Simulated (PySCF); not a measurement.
## Electron correlation in W (tungsten, neutral)

[Xe] 4f14 5d4 6s2, high-spin 5D determinant. Computed with PySCF 2.14 in aug-cc-pVDZ-PP with ECP60MDF, with a scalar-relativistic core potential. Frozen: 5s2 5p6; 6 electrons correlated.

```csv
level,correlation energy (mhartree)
CCSD,-100.20
(T),-4.73
CCSD(T),-104.93
```

Diagnostics: T1 = 0.026, D1 = 0.0802, largest double amplitude 0.060.

Spin-orbit coupling, absent here, splits the open shell strongly.

Cost of the coupled-cluster step: of the order of 7 core-seconds, for 6 correlated electrons.
